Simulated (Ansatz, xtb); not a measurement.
# Relaxing a trial structure of GeH6Si2+

The starting geometry of this gas-phase doublet has its atoms placed at random.

```xyz
9

Ge    1.8699   -0.9426   -1.2297
Si   -2.0030   -1.2021   -0.9228
Si    0.2859    0.7623    0.6983
H     0.4871   -0.1761   -2.1919
H    -0.9049   -0.2657   -0.1652
H     1.8667    1.6418   -0.1664
H    -1.0087    0.9191   -0.1955
H    -0.7247   -1.5571   -1.2285
H    -1.8327    0.0470    0.2438
```

Q: Guess where an optimisation with r2SCAN-D4/def2-SVP ends from this start.

A: It ends as a structure with H4 bridging Ge1 and Si2, H8 bridging Ge1 and Si2, given below by its coordinates. Distances that change by over a tenth: Si2–H8 (1.36 → 1.67 Å). Contacts that open: Si2–H5 (1.63 → 4.41 Å). Contacts that close: Ge1–Si2 (3.89 → 2.52 Å), Ge1–Si3 (3.02 → 2.50 Å), Ge1–H8 (2.67 → 1.77 Å), Si2–H4 (2.98 → 1.67 Å), Si3–H5 (1.79 → 1.49 Å), Si3–H6 (2.01 → 1.48 Å).

The energy falls by 8.24 eV over 34 steps:

```csv
step,E − E(last) (eV)
1,8.239
5,3.945
8,3.216
12,2.161
16,1.735
19,1.142
23,0.978
27,0.081
30,0.003
34,0.000
```

Final geometry (Å):

```xyz
9

Ge    0.3630   -0.6100   -1.3981
Si   -1.8733   -1.7524   -1.6450
Si    0.6138    1.1328    0.3833
H    -0.9348   -0.7632   -2.6050
H     0.2199    0.3769    1.6016
H     2.0320    1.5613    0.3297
H    -0.3769    2.1497   -0.0586
H    -0.3351   -2.2253   -1.1886
H    -1.6729   -0.6432   -0.5774
```

From the same start GFN2-xTB ends elsewhere, differing in Ge1–Si2 (2.84 against 2.52 Å here), Ge1–H8 (2.51 against 1.77 Å here), Si2–H4 (2.44 against 1.67 Å here).

From so rough a start the end depends on the optimiser's path, so another program may land elsewhere. The end wasn't checked by frequencies. Open shells are spin-unrestricted. Run with Ansatz 0.2.0, 5.8 min on 2 threads of Arm Neoverse V2 (shared host).
